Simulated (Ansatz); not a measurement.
Reaction (formal exchange of groups at a Ge–C bond): `C/C(F)=[CH]/[GeH3]` + `[NH2][GeH]([OH])[F]` → `[OH][GeH]([F])[GeH3]` + `C/C(F)=C/N`

Computed with Ansatz on PBE0-D4/def2-TZVP structures; ΔE is electronic, products minus reactants. CCSD(T)/CBS adds triple-zeta CCSD(T) − MP2 to the extrapolated MP2 energy (def2 sets, frozen cores). Double bonds are as drawn, so ΔE can hold a change between cis and trans. DFT in def2-TZVPP. For Ge outer-core shells are correlated without core-valence functions, which leaves a few kJ/mol of doubt a bond. Scalar relativity is left out up to krypton. One conformer a species, not always the lowest.

Question: Is it downhill or uphill in electronic energy at CCSD(T)/CBS, and by how much? (An estimate is asked.)

Answer: Computed: Uphill: ΔE = +52.9 kJ/mol.

Question: What do these levels give: r2SCAN-D4, PBE, PBE0, MP2/def2-TZVPP, CCSD/def2-TZVPP, HF/CBS(def2)? (An estimate is asked.)

Answer: Computed: r2SCAN-D4 39.4, PBE 22.6, PBE0 31.5, MP2/def2-TZVPP 64.3, CCSD/def2-TZVPP 57.0, HF/CBS(def2) 57.2 kJ/mol.

Largest T1 diagnostic among the species: 0.012.

From PBE to PBE0 (25 % exact exchange), in def2-TZVPP and without D4, ΔE moves by +8.9 kJ/mol.
